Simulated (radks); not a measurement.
Values are calculated unless marked as measured or tabulated.
Ce II, 57 electrons, occupied as [Xe] 4f0.5 5d2 6s0.5 (fractional occupations, a model configuration). Level of theory: scalar-relativistic Kohn-Sham, r2SCAN, spin-polarised, spherical densities, finite nucleus; open shells are filled with parallel spins first (spin-orbit coupling, left out, can overturn this in heavy ions); meta-GGA in the generalised Kohn-Sham scheme; Fermi nuclear charge, rms radius 4.8771 fm (a radial shooting solver on a logarithmic mesh with Libxc functionals).

Radial electron density D(r) = 4 pi r^2 rho(r):

| r (bohr) | D(r) (e/bohr) | spin D(r) |
|---|---|---|
| 0.001173 | 3.625 | 0.0000776 |
| 0.001365 | 4.669 | 0.0000997 |
| 0.001589 | 5.991 | 0.000128 |
| 0.00185 | 7.655 | 0.000162 |
| 0.002154 | 9.732 | 0.000205 |
| 0.002507 | 12.30 | 0.000258 |
| 0.002919 | 15.44 | 0.000321 |
| 0.003398 | 19.24 | 0.000396 |
| 0.003956 | 23.74 | 0.000483 |
| 0.004605 | 29.00 | 0.000579 |
| 0.005361 | 34.98 | 0.000682 |
| 0.006241 | 41.60 | 0.000784 |
| 0.007266 | 48.66 | 0.000874 |
| 0.008459 | 55.85 | 0.000936 |
| 0.009847 | 62.74 | 0.000947 |
| 0.01146 | 68.76 | 0.000877 |
| 0.01335 | 73.32 | 0.000693 |
| 0.01554 | 75.91 | 0.000364 |
| 0.01809 | 76.24 | -0.000131 |
| 0.02106 | 74.47 | -0.000787 |
| 0.02451 | 71.36 | -0.00155 |
| 0.02854 | 68.28 | -0.00229 |
| 0.03322 | 66.98 | -0.00277 |
| 0.03867 | 69.03 | -0.00266 |
| 0.04502 | 75.11 | -0.00148 |
| 0.05241 | 84.25 | 0.00132 |
| 0.06102 | 93.71 | 0.00631 |
| 0.07104 | 99.69 | 0.0140 |
| 0.0827 | 99.18 | 0.0246 |
| 0.09627 | 92.00 | 0.0378 |
| 0.1121 | 81.74 | 0.0527 |
| 0.1305 | 74.33 | 0.0671 |
| 0.1519 | 74.25 | 0.0778 |
| 0.1768 | 80.60 | 0.0817 |
| 0.2059 | 86.39 | 0.0795 |
| 0.2397 | 83.41 | 0.0799 |
| 0.279 | 69.14 | 0.101 |
| 0.3248 | 49.59 | 0.163 |
| 0.3781 | 34.87 | 0.278 |
| 0.4402 | 30.74 | 0.427 |
| 0.5124 | 34.10 | 0.563 |
| 0.5966 | 36.57 | 0.624 |
| 0.6945 | 32.88 | 0.588 |
| 0.8085 | 24.48 | 0.490 |
| 0.9412 | 16.16 | 0.407 |
| 1.096 | 11.14 | 0.409 |
| 1.276 | 9.163 | 0.511 |
| 1.485 | 8.211 | 0.684 |
| 1.729 | 6.854 | 0.866 |
| 2.013 | 4.989 | 0.980 |
| 2.343 | 3.179 | 0.985 |
| 2.728 | 1.853 | 0.885 |
| 3.175 | 1.054 | 0.715 |
| 3.697 | 0.6089 | 0.516 |
| 4.303 | 0.3449 | 0.326 |
| 5.01 | 0.1763 | 0.173 |
| 5.832 | 0.07529 | 0.0750 |
| 6.79 | 0.02542 | 0.0254 |
| 7.904 | 0.006500 | 0.00650 |
| 9.202 | 0.001211 | 0.00121 |
| 10.71 | 0.0001580 | 0.000158 |

D(r) has 4 maxima, at r = 0.0171, 0.0757, 0.214, 0.592 bohr, and minima at 0.0330, 0.141, 0.433 bohr, inside which lie 1.96, 11.20, 28.94 electrons.
